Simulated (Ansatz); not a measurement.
The same molecule with X = Cl, Br, I. Ansatz, PBE0-D4/def2-TZVP geometries, multiplicity 1.

Elements past krypton have def2 core potentials. Scalar relativity is left out up to krypton.

| X | molecule | mean X–Al bond length / Å | HOMO–LUMO gap (B3LYP/def2-TZVPP) / eV | size of the dipole moment (PBE/def2-TZVPP) / D | HOMO energy (ωB97M-V/def2-TZVPP) / eV |
| --- | --- | --- | --- | --- | --- |
| Cl | `[Cl][Al]1[CH2][CH2]1` | 2.080 | 4.77 | 0.38 | -8.38 |
| I | `[I][Al]1[CH2][CH2]1` | 2.448 | 4.42 | 0.04 | -8.25 |

(1) Give the row for X = Br, `[Br][Al]1[CH2][CH2]1`. (Estimate.)

Answers

(1) Computed: 
```
 X                molecule  mean X–Al bond length / Å  HOMO–LUMO gap (B3LYP/def2-TZVPP) / eV  size of the dipole moment (PBE/def2-TZVPP) / D  HOMO energy (ωB97M-V/def2-TZVPP) / eV
Br  `[Br][Al]1[CH2][CH2]1`                      2.235                                   4.64                                            0.27                                  -8.35
```

From Cl to I the mean X–Al bond length rises at each step, by 0.368 Å in all; the HOMO–LUMO gap (B3LYP/def2-TZVPP) falls at each step, by 0.35 eV in all; the HOMO energy (ωB97M-V/def2-TZVPP) rises at each step, by 0.13 eV in all. Bonds lengthen as the atom grows down the group. Dipoles are sizes alone, and their direction can turn along the series.

B3LYP here is the variant with VWN-RPA as its local correlation; programs differ in this.

Spin–orbit coupling is left out; it splits and shifts lone-pair levels of the heavy atoms by tenths of an eV.
